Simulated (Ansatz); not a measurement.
Ansatz results at the PBE0-D4/def2-TZVP geometry: size of the dipole moment (PBE/def2-TZVPP) 2.20 D; size of the dipole moment (B3LYP/def2-TZVPP) 2.17 D; HOMO–LUMO gap (B3LYP/def2-TZVPP) 7.34 eV.

Each molecule was computed in one conformer, which needn't be the lowest.

Q: Which molecule gave them?
A. `ClC1=C(Cl)[SiH2]1`
B. `C=[C](Cl)[AlH][F]`
C. `N/C(O)=N\[SiH3]`
D. `FC1C=C1[SiH3]`

A: C. The others give `ClC1=C(Cl)[SiH2]1`: 1.36, 1.61, 6.29; `FC1C=C1[SiH3]`: 1.93, 2.09, 6.78; `C=[C](Cl)[AlH][F]`: 2.28, 2.43, 5.66.

B3LYP here is the variant with VWN-RPA as its local correlation; programs differ in this.
